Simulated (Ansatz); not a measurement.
Ansatz (a first-principles code) input (CCSD(T)/def2-SVPD):

Ansatz 0.2 input:
```yaml
crystal:
  periodic: [false, false, false]
  atoms:
    - {symbol: Li, position_ang: [-1.02562525, -0.63876841, -0.86919036]}
    - {symbol: O, position_ang: [0.28597198, 0.13039418, 0.24605443]}
    - {symbol: H, position_ang: [0.78909988, 0.87315175, 0.63913559]}
basis:
  gaussian:
    orbitals: def2-SVPD
total_charge: 1
magnetization: {spin_polarized: true, initial_magnetization: 1}
correlation: {method: ccsd_t, electrons: outside_noble_gas}
output: {forces: true}
```

End of the output:

```
mean field evaluation 2: about -2243.8117 eV, gradient 3.3e1 eV
mean field evaluation 4: about -2247.7972 eV, gradient 9.7e-1 eV
mean field evaluation 8: about -2247.8044 eV, gradient 7.8e-4 eV
mean field evaluation 16: about -2244.1725 eV, gradient 1.8e1 eV
mean field evaluation 32: about -2247.7890 eV, gradient 2.1e0 eV
mean field evaluation 64: about -2246.8330 eV, gradient 1.2e1 eV
mean field evaluation 96: about -2247.8044 eV, gradient 4.4e-2 eV
mean field -2247.80440972 eV, -82.6052884407 hartree, gradient 6.6e-6 eV, S^2 0.756412; 6 other end points of the search recorded, 0 dependent functions left out
determinant -2247.80440972 eV, -82.6052884407 hartree, with singles and doubles -2252.43701760 eV, -82.7755336400 hartree
determinant -2247.72200386 eV, -82.6022600810 hartree, with singles and doubles -2252.35615886 eV, -82.7725621363 hartree
determinant -2247.80440972 eV, -82.6052884407 hartree, with singles and doubles -2252.44948040 eV, -82.7759916397 hartree
determinant -2247.72200386 eV, -82.6022600810 hartree, with singles and doubles -2252.36873697 eV, -82.7730243731 hartree
2 core orbitals not correlated
reference -2247.80440972 eV, -82.6052884407 hartree; 4, 3 occupied and 37, 38 virtual orbitals, 467 factors
densities: 0.13 GiB planned
second order -4.24540265 eV of doubles, -0.00000000 eV of singles
coupled cluster: 0.11 GiB planned
cycle   1  -4.64507098 eV  change   -3.0e-7 eV  update   2.1e-6
cycle   2  -4.64507111 eV  change   -1.3e-7 eV  update   1.3e-6
cycle   3  -4.64507118 eV  change   -6.4e-8 eV  update   6.7e-7
cycle   4  -4.64507109 eV  change    8.8e-8 eV  update   1.9e-7
cycle   5  -4.64507112 eV  change   -3.3e-8 eV  update   8.3e-8
cycle   6  -4.64507117 eV  change   -5.3e-8 eV  update   3.4e-8
perturbative correction -0.07516577 eV, -0.0027622911 hartree
the calculation of the forces begins
Total energy: -2252.52464667 eV, -82.7787539489 hartree
Atom 0 at    -1.025625    -0.638768    -0.869190 Å, force    -0.196690    -0.101091    -0.168350 eV/Å
Atom 1 at     0.285972     0.130394     0.246054 Å, force     0.203684     0.074256     0.176697 eV/Å
Atom 2 at     0.789100     0.873152     0.639136 Å, force    -0.006994     0.026835    -0.008346 eV/Å
Dipole moment:    -0.693518    -0.264592    -0.600717 e Å
```
